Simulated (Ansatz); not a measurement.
`C[Si]S` + HBr → `S[Si]Br` + CH₄ at 700 K and 1 bar (ligand exchange at the Si–C bond).

Gas-phase electronic energies from Ansatz, PBE0-D4/def2-TZVP geometries. CCSD(T)/CBS adds triple-zeta CCSD(T) − MP2 to the extrapolated MP2 energy (def2 sets, frozen cores). This one scheme is used for every species. For Br outer-core shells are correlated without core-valence functions, which leaves a few kJ/mol of doubt a bond. Scalar relativity is left out up to krypton. Each species was taken in one conformer, which may not be the lowest.

| species | CCSD(T)/CBS energy (Eh) | H − E (kJ/mol) | S (J/(mol·K)) |
| --- | --- | --- | --- |
| `C[Si]S` | -727.30578 | 174.5 | 383.2 |
| HBr | -2573.91920 | 36.5 | 223.7 |
| `S[Si]Br` | -3260.81547 | 70.9 | 363.0 |
| CH₄ | -40.46206 | 145.9 | 224.0 |

H − E and S are ideal-gas, rigid-rotor, harmonic terms from PBE0-D4/def2-TZVP, for one conformer and one mirror image of each species. 1 Eh = 2625.50 kJ/mol, R = 8.31446 J/(mol·K).

Question: By hand: ΔE, ΔH, ΔS and ΔG.

Answer: ΔE = (-3260.81547) + (-40.46206) − (-727.30578) − (-2573.91920) = -0.05255 Eh = -138.0 kJ/mol. Δ(H − E) = 70.9 + 145.9 − 174.5 − 36.5 = 5.8, so ΔH = -132.2 kJ/mol. ΔS = 363.0 + 224.0 − 383.2 − 223.7 = -19.9 J/(mol·K). ΔG = -132.2 − 700 × (-19.9)/1000 = -118.3 kJ/mol.

Question: By hand: the equilibrium constant, and the temperature at which ΔG would vanish if ΔH and ΔS stayed fixed.

Answer: log₁₀ K = −ΔG/(RT ln 10) = 8.8. ΔG = 0 at ΔH/ΔS = 6643 K, far beyond where these terms or the molecules hold.

ΔH outweighs TΔS. A doubt of 5 kJ/mol in ΔE shifts log₁₀ K by 0.4 here. Other conformers and mirror images would add mixing entropy, several J/(mol·K) or more a flexible species. These are equilibria of isolated gas molecules and say nothing of rates. Largest T1 diagnostic: 0.014 (customary marks: 0.02 for closed shells, 0.045 for open ones).
